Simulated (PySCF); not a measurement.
Compound: C5H8N2OS.
Atom-mapped SMILES: `[CH3:1][CH:2]([CH3:3])[O:4][c:5]1[cH:6][n:7][s:8][n:9]1`

NICS is the negative of the GIAO shielding at a point without a nucleus: at the ring centre (0) and 1 Å above and below it (1); zz is the component along the ring normal. Level: GIAO PBE0/pcSseg-1 (PySCF, non-relativistic, gas phase) on the GFN2-xTB geometry, one conformer.

Ring bond lengths (Å), with Mayer bond orders in brackets: C5–C6 1.427 (1.17), C6–N7 1.305 (1.59), N7–S8 1.624 (1.21), S8–N9 1.629 (1.15), N9–C5 1.317 (1.53).

Task: Give the NICS values of each ring in ppm.

Result: 
| ring | type | NICS(0) | NICS(1), two faces | NICS(1)zz, two faces | rms pucker (Å) | centre to ring atoms, mean (Å) |
| --- | --- | --- | --- | --- | --- | --- |
| C5–C6–N7–S8–N9 | 5-membered ring with 2 N and S; formal bonds all aromatic | -13.0 | -11.3 / -11.4 | -28.4 / -28.6 | 0.00 | 1.24 |

Task: What do they say, and how far can they be read as aromaticity?

Result: 
- C5–C6–N7–S8–N9: mean NICS(1)zz -28.5 ppm, shielded. For a flat ring without four-coordinate atoms the NICS criterion counts such a value as aromatic.

Task: What is the mean of the two in-plane components of NICS at the first NICS(1) probe listed for ring C5–C6–N7–S8–N9, 1 Å off the ring?

Result: The isotropic value is a third of the trace: (3 × -11.3 − (-28.4))/2 = -2.8 ppm.

Task: Give the inner angles of the rings and the Hirshfeld charges of the ring atoms.

Result: 
- C5–C6–N7–S8–N9: C5 112.5° (+0.116 e), C6 112.6° (-0.015 e), N7 109.4° (-0.189 e), S8 96.8° (+0.224 e), N9 108.8° (-0.208 e); sum 540.0° against 540° for a flat convex ring.

Conformer computed: `[CH3:1][CH:2]([CH3:3])[O:4][c:5]1[cH:6][n:7][s:8][n:9]1`: C1–C2–O4–C5 -78°, C2–O4–C5–C6 180°.
